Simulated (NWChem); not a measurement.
Molecule: C2H3F2In; SMILES [F][In]([CH]=C)[F]

```xyz
8

In    -0.0416     0.2510     0.0000
F     -1.0278     1.9360     0.0000
F      1.8801     0.6188     0.0000
C     -0.7931    -1.7231     0.0000
C      0.0372    -2.7700     0.0000
H     -1.8780    -1.8726     0.0000
H     -0.3459    -3.7983     0.0000
H      1.1272    -2.6639     0.0000
```
Atoms are numbered in this order, from 1.

Program: NWChem. All runs use the structure optimised with PBE0/def2-SVP. def2 effective core potentials on In; no spin-orbit coupling. Vertical excitations in the gas phase; the lowest state need not have the same character in each row.

For level Hartree-Fock/def2-SVP, TDHF:

| Quantity | Result |
|---|---|
| lowest excitation, singlet (eV) | 6.86 |
| oscillator strength of that lowest state | 0.039 |
| lowest state with f > 0.02, singlet (eV) | 6.86 |
| oscillator strength of that bright state | 0.039 |
| orbital gap (eV) | 12.48 |

What are these values for level B3LYP/def2-SVP, full TDDFT?


| Quantity | Value |
|---|---|
| lowest excitation, singlet (eV) | 5.56 |
| oscillator strength of that lowest state | 0.010 |
| lowest state with f > 0.02, singlet (eV) | 6.02 |
| oscillator strength of that bright state | 0.052 |
| orbital gap (eV) | 6.66 |
